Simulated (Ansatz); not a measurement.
Gas-phase electronic energies from Ansatz, PBE0-D4/def2-TZVP geometries. CBS: MP2 limit from def2 TZ/QZ plus the TZ coupled-cluster correction, frozen cores. Functionals use def2-TZVPP. def2 core potentials past Kr. For Sn outer-core shells are correlated without core-valence functions, which leaves a few kJ/mol of doubt a bond. One conformer a species, not always the lowest.

`[OH][SnH2][SiH2]Cl` + `[CH3][AlH][O][SiH2]C` → `[CH3][AlH][SnH2][OH]` + `C[SiH2]O[SiH2]Cl`  (redistribution)

(1) Is it downhill or uphill in electronic energy at CCSD(T)/CBS, and by how much? (An estimate is asked.)

(2) What do these levels give: r2SCAN-D4, PBE0-D4, ωB97X-V, PBE, r2SCAN, PBE0, HF/def2-TZVPP, SCS-MP2/def2-TZVPP, CCSD/def2-TZVPP, CCSD(T)/def2-TZVPP, HF/def2-QZVPP, MP2/CBS(def2)? (An estimate is asked.)

Largest T1 diagnostic among the species: 0.013.

Results:

(1) Computed: Uphill: ΔE = +14.5 kJ/mol.

(2) Computed: r2SCAN-D4 18.7, PBE0-D4 16.3, ωB97X-V 16.2, PBE 20.6, r2SCAN 19.0, PBE0 17.3, HF/def2-TZVPP 8.8, SCS-MP2/def2-TZVPP 14.6, CCSD/def2-TZVPP 14.4, CCSD(T)/def2-TZVPP 15.4, HF/def2-QZVPP 9.2, MP2/CBS(def2) 14.3 kJ/mol.

In def2-TZVPP, CCSD(T) changes the Hartree–Fock value by +6.6 kJ/mol (the triples alone add +1.0 kJ/mol) and MP2 by +6.4 kJ/mol. From PBE to PBE0 (25 % exact exchange), in def2-TZVPP and without D4, ΔE moves by −3.3 kJ/mol.
